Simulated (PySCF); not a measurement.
C3HF6 (doublet state).
Z-matrix (Å and degrees, GFN2-xTB geometry), rows numbered from 1:
```
F 
C   1  1.3225
C   2  1.4771  1  119.43
F   3  1.3558  2  109.91  1   145.52
F   3  1.3728  2  112.54  1   -98.33
C   3  1.5582  2  113.56  1    23.47
F   6  1.3297  3  111.03  2   -66.21
F   6  1.3332  3  110.54  2    53.60
F   6  1.3266  3  111.21  2   173.44
H   2  1.0744  1  117.04  3  -175.46
```

The hyperfine couplings belong to this conformer and change with its torsions.

The species is `F[CH]C(F)(F)C(F)(F)F` [radical].

The calculation used UKS B3LYP, pcH-1 on C F H, non-relativistic, mean-field spin-orbit, GIAO in PySCF 2.14.0. The structure is a single GFN2-xTB conformer in the gas phase; no vibrational or solvent corrections. Couplings are sensitive to structure, and on GFN2-xTB geometries they can be far from those on DFT ones. The SCF solution wasn't tested for stability.

Largest spin populations (Mulliken): C2 (+0.92) and F1 (+0.09). C2 is the only atom above +0.15. The angles at C2 add up to 359.8°, so it is planar; its axial dipolar tensor and the negative coupling of its proton fit spin in a p orbital normal to that plane.

**Question.** Find Q in a(H) = Q·ρ(C) for the protons on the planar carbons that carry spin.

**Answer.** 
```csv
H,C,ρ(C),a(H) (G),a/ρ (G)
H10,C2,+0.916,-24.95,-27.2
```

One proton gives one ratio, Q = -27.2 G, and no test of linearity. In every row coupling and population have opposite signs.

Couplings in gauss use g_iso = 2.0036.
